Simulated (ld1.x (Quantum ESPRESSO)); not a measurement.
platinum (Pt): excitation energies, all-electron against TM semilocal

- Element: platinum
- Generator: ld1.x (Quantum ESPRESSO) 7.5
- Type: norm-conserving Troullier–Martins (semilocal form)
- Functional: LDA (PZ)
- Relativity: scalar-relativistic
- Frozen core: [Kr] 4d10 4f14 5s2
- Valence charge: 16
- Reference configuration: 5p6 5d7 6s0 6p0 (charge +3)
- Partial waves: 6s (bound, empty): rc 2.25 bohr; 5d (bound): rc 1.30 bohr; 5p (bound): rc 1.20 bohr
- Local potential: the p channel
- Core correction: a·sin(br)/r model core inside 0.80 bohr

Energies are relative to the spin-unpolarised reference configuration 5p6 5d7 6s0 6p0; without spin polarisation the order of configurations can differ from experiment. Spin-polarised rows fill each open shell by Hund’s rule, majority spin first.

Give the all-electron excitation energy and the error of the potential for: 5p6 5d9 6s1 6p0; 5p6 5d9 6s0 6p0; 5p6 5d8 6s0 6p0; 5p6 5d9 6s0.5 6p0; 5p6 5d8 6s1 6p1; 5p6 5d10 6s0 6p0; 5p6 5d8 6s2 6p0; 5p6 5d7 6s0 6p0 (spin-polarised); 5p6 5d9 6s1 6p0 (spin-polarised).

| valence configuration | charge | ΔE all-electron (eV) | error AE − PS (meV) |
| --- | --- | --- | --- |
| 5p6 5d9 6s1 6p0 | 0 | -62.315 | +52 |
| 5p6 5d9 6s0 6p0 | +1 | -52.771 | -2.9 |
| 5p6 5d8 6s0 6p0 | +2 | -32.512 | +1.9 |
| 5p6 5d9 6s0.5 6p0 | +0.5 | -58.455 | +28 |
| 5p6 5d8 6s1 6p1 | 0 | -55.720 | +71 |
| 5p6 5d10 6s0 6p0 | 0 | -62.262 | -6.9 |
| 5p6 5d8 6s2 6p0 | 0 | -61.385 | +62 |
| 5p6 5d7 6s0 6p0 (spin-polarised) | +3 | -1.387 | +19 |
| 5p6 5d9 6s1 6p0 (spin-polarised) | 0 | -62.695 | +63 |

Levels in the configuration 5p6 5d9 6s1 6p0:

```tsv
level	all-electron (eV)	pseudo (eV)
5p	-56.287	-56.331
5d	-6.377	-6.380
6s	-5.969	-6.007
```
